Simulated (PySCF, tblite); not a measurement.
Isomers of C3H8NOSi (doublet state), one GFN2-xTB conformer each. Single-point energies are computed at B3LYP/pcH-1 (PySCF, gas phase, no added dispersion term), electronic only. GFN2-xTB treats the open shell by occupation alone, and not every SCF solution was tested for stability.

| SMILES | GFN2-xTB relative energy (kJ/mol) |
| --- | --- |
| CCC(=O)[SiH]N | 48.5 |
| C/N=[C]\[SiH2]OC | 20.1 |
| [CH2]O[SiH2]/C=N/C | 76.4 |
| C=CCO[SiH]N | 0.0 |

Conformers: `[CH3:1][CH2:2][C:3](=[O:4])[SiH:5][NH2:6]` (doublet state) with C1–C2–C3–O4 103°, C2–C3–Si5–N6 -172°, C3–Si5–N6–H -9° and -152°; `[CH3:1]/[N:2]=[C:3]\[SiH2:4][O:5][CH3:6]` (doublet state) with N2–C3–Si4–O5 123°, C3–Si4–O5–C6 54°; `[CH2:1][O:2][SiH2:3]/[CH:4]=[N:5]/[CH3:6]` (doublet state) with H–C1–O2–Si3 0° and 180°, C1–O2–Si3–C4 180°, O2–Si3–C4–N5 180°; `[CH2:1]=[CH:2][CH2:3][O:4][SiH:5][NH2:6]` (doublet state) with C1–C2–C3–O4 -1°, C2–C3–O4–Si5 161°, C3–O4–Si5–N6 -51°, O4–Si5–N6–H -43° and 180°.

Q: What does B3LYP/pcH-1 give for the same structures?

A: 
| SMILES | B3LYP/pcH-1 E (Eh) | B3LYP/pcH-1 (kJ/mol) | GFN2-xTB (kJ/mol) | point group |
| --- | --- | --- | --- | --- |
| C=CCO[SiH]N | -538.61653 | 0.0 | 0.0 | C1 |
| CCC(=O)[SiH]N | -538.60541 | 29.2 | 48.5 | C1 |
| C/N=[C]\[SiH2]OC | -538.57919 | 98.0 | 20.1 | C1 |
| [CH2]O[SiH2]/C=N/C | -538.56988 | 122.5 | 76.4 | Cs |

Both levels put the same isomer lowest; measured from each level's own lowest isomer, the values differ by up to 77.9 kJ/mol (C/N=[C]\[SiH2]OC: 20.1 against 98.0). As drawn, the lowest has an N–H bond, which the highest lacks; the highest has an Si–C bond, which the lowest lacks.

Q: What happens when harmonic zero-point energies from GFN2-xTB frequencies are added?

A: 
| SMILES | ZPE (kJ/mol) | electronic (kJ/mol) | with ZPE (kJ/mol) |
| --- | --- | --- | --- |
| C=CCO[SiH]N | 278.6 | 0.0 | 0.0 |
| CCC(=O)[SiH]N | 279.0 | 29.2 | 29.6 |
| C/N=[C]\[SiH2]OC | 270.0 | 98.0 | 89.5 |
| [CH2]O[SiH2]/C=N/C | 261.5 | 122.5 | 105.4 |

The zero-point energies span 17.5 kJ/mol. The order is unchanged.
